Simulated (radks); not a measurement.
Values are calculated unless marked as measured or tabulated.
Eu IV, configuration [Xe] 4f6 (the NIST ground configuration).

Level of theory: non-relativistic Kohn-Sham, PBE, spin-polarised, spherical densities, point nucleus; open shells are filled with parallel spins first (spin-orbit coupling, left out, can overturn this in heavy ions); relativity is left out, which matters for an element this heavy (a radial shooting solver on a logarithmic mesh with Libxc functionals).

Energy parts (hartree):
part                       energy
total                 -10424.7810
kinetic                10421.6801
electron-nucleus      -24668.4729
Hartree                 4054.1627
exchange-correlation    -232.1509

Orbitals (lengths in bohr, moments of r in powers of bohr):
| orbital | occ. | eigenvalue (hartree) | <r^4> |
|---|---|---|---|
| 1s up | 1 | -1674.940 | 1.517e-06 |
| 1s down | 1 | -1674.940 | 1.517e-06 |
| 2s up | 1 | -266.5560 | 0.0002572 |
| 2s down | 1 | -266.5535 | 0.0002572 |
| 2p up | 3 | -253.4183 | 0.0001643 |
| 2p down | 3 | -253.4169 | 0.0001643 |
| 3s up | 1 | -59.36207 | 0.009680 |
| 3s down | 1 | -59.26181 | 0.009643 |
| 3p up | 3 | -53.53947 | 0.008895 |
| 3p down | 3 | -53.44806 | 0.008855 |
| 3d up | 5 | -42.68859 | 0.006487 |
| 3d down | 5 | -42.62262 | 0.006445 |
| 4s up | 1 | -12.56612 | 0.2377 |
| 4s down | 1 | -12.36945 | 0.2382 |
| 4p up | 3 | -10.30638 | 0.2732 |
| 4p down | 3 | -10.11022 | 0.2743 |
| 4d up | 5 | -6.28888 | 0.3895 |
| 4d down | 5 | -6.09415 | 0.3949 |
| 4f up | 6 | -1.42903 | 1.848 |
| 4f down | 0 | -1.25265 | 2.345 |
| 5s up | 1 | -2.49048 | 7.495 |
| 5s down | 1 | -2.40670 | 8.002 |
| 5p up | 3 | -1.85993 | 11.77 |
| 5p down | 3 | -1.79409 | 12.74 |

The highest occupied level is 4f up at -38.886 eV. The spin density at the nucleus is 0.216 e/bohr^3 (1s 0.003, 2s -0.306, 3s -4.236, 4s 0.924, 5s 3.831). For comparison, the ionisation energy in NIST's Atomic Spectra Database is 42.9 eV (semi-empirical). In exact Kohn-Sham theory the highest level is minus the ionisation energy, but local and semilocal functionals leave it too shallow, through self-interaction and a potential that decays too fast; potentials with the right tail come closer. The electron density at the nucleus is 1.779e+05 e/bohr^3.
